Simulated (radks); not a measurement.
The numbers below are computed, except where a source is named.
Species: the palladium ion Pd3+. Configuration: [Kr] 4d7 (the NIST ground configuration). Code: a radial shooting solver on a logarithmic mesh with Libxc functionals. Model: scalar-relativistic Kohn-Sham, LDA (Slater exchange, Perdew-Zunger correlation), spin-polarised, spherical densities, point nucleus; open shells are filled with parallel spins first (spin-orbit coupling, left out, can overturn this in heavy ions).

X-ray form factor f0, the Fourier transform of the density (f0(0) = 43):

sin(theta)/lambda (1/angstrom),f0 (electrons)
0.05,42.523
0.1,41.169
0.15,39.142
0.2,36.709
0.25,34.127
0.3,31.599
0.4,27.160
0.5,23.758
0.6,21.234
0.8,17.670
1,14.846
1.25,11.741
1.5,9.274
2,6.446
